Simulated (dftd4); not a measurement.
AlCl₂, doublet, geometry from GFN2-xTB (such geometries of metal compounds can be far from the true shape); dftd4 with D4 for revpbe.

Here is a job for dftd4.
```
$ dftd4 mol.xyz --func revpbe --charge 0 --json dftd4.json --noedisp --property

# file mol.xyz
3

Al     0.00160221     0.63542259     0.02351302
Cl     1.85128917    -0.24859337     0.01717242
Cl    -1.85251440    -0.23731802    -0.03515296
```

Output, abridged:

```
                    ____  _____ _____     ____  _  _
      -------------|  _ \|  ___|_   _|---|  _ \| || |------------
     |             | | | | |_    | | ___ | | | | || |_           |
     |             | |_| |  _|   | ||___|| |_| |__   _|          |
     |             |____/|_|     |_|     |____/   |_|            |
     |             ===================================           |
     |            E. Caldeweyher, S. Ehlert & S. Grimme          |
     |          Mulliken Center for Theoretical Chemistry        |
     |                    University of Bonn                     |
      -----------------------------------------------------------

Rational (Becke-Johnson) damping: revpbe-D4-ATM
---------------------
  s6         1.0000
  s8         1.7468
  s9         1.0000
  a1         0.5363
  a2         3.0726
 alp        16.0000
--------------------

Atomic data, radii in Ångström:
------------------------------------------------------
   Z          R(cov)      r4/r2   hardness         EN
------------------------------------------------------
  13 Al       1.5067     2.9910     0.2635     1.6100
  17 Cl       1.3200     1.9735     0.4312     3.1600
------------------------------------------------------

Atomic reference systems (in atomic units):
----------------------------------------------------------------------------
   Z        #      CN     q+Z       C6(AA)   #      CN     q+Z       C6(AA)
----------------------------------------------------------------------------
  13 Al     1  0.0000 13.0000     552.5530   2  0.8657 13.0371     439.2396
            3  1.7326 13.0508     252.6789   4  2.6154 13.0529     148.1048
  17 Cl     1  0.0000 17.0000      92.6806   2  0.8444 16.8495     101.8771
----------------------------------------------------------------------------

Atomic properties (in atomic units):
----------------------------------------------------------------------------
     #    Z              CN          q      C6(AA)        C8(AA)   alpha(0)
----------------------------------------------------------------------------
     1   13 Al       1.5375     0.3533    246.3926    23614.5065    37.0130
     2   17 Cl       0.7687    -0.1767    102.5540     4278.9194    15.4788
     3   17 Cl       0.7687    -0.1767    102.5540     4278.9194    15.4788
----------------------------------------------------------------------------

Molecular properties (in atomic units):
----------------------------------------
 molecular C6                1247.9740
 molecular C8               78125.9190
----------------------------------------

Dispersion energy:      -7.0628360575087E-03 Eh

[Info] JSON dump of results written to 'dftd4.json'
```
